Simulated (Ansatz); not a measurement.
Start from `N=[C](Cl)[GeH3]` and change one element to get `N=[C](F)[GeH3]`.

Ansatz, PBE0-D4/def2-TZVP geometries, multiplicity 1. Each molecule was computed in one conformer, which needn't be the lowest.

Scalar relativity is left out up to krypton.

```
                                                                                  property  `N=[C](Cl)[GeH3]`
                                                        LUMO energy (PBE0/def2-TZVPP) / eV              -1.02
                                            zero-point energy (PBE0-D4/def2-TZVP) / kJ/mol              118.5
ideal-gas entropy at 298 K and 1 bar (rigid rotor, harmonic PBE0-D4/def2-TZVP) / J/(mol·K)                329
                                          size of the dipole moment (B3LYP/def2-TZVPP) / D               2.74
                                                       LUMO energy (B3LYP/def2-TZVPP) / eV              -1.25
                                            size of the dipole moment (PBE/def2-TZVPP) / D               2.55
```

Problem. Give the same properties after the change, and the shifts. (An estimate is asked.)

Solution. The calculation gave: 
```
                                                                                  property  `N=[C](F)[GeH3]`  shift
                                                        LUMO energy (PBE0/def2-TZVPP) / eV             -0.61   0.41
                                            zero-point energy (PBE0-D4/def2-TZVP) / kJ/mol             122.8    4.3
ideal-gas entropy at 298 K and 1 bar (rigid rotor, harmonic PBE0-D4/def2-TZVP) / J/(mol·K)               319    -10
                                          size of the dipole moment (B3LYP/def2-TZVPP) / D              2.98   0.24
                                                       LUMO energy (B3LYP/def2-TZVPP) / eV             -0.86   0.39
                                            size of the dipole moment (PBE/def2-TZVPP) / D              2.73   0.18
```

With PBE0 the HOMO falls by 0.27 eV and the LUMO rises by 0.41 eV, so the gap widens by about 0.68 eV. PBE moves the HOMO by -0.19 eV and ωB97M-V by -0.35 eV. Dipoles are sizes alone; their direction can turn.

B3LYP here is the variant with VWN-RPA as its local correlation; programs differ in this.
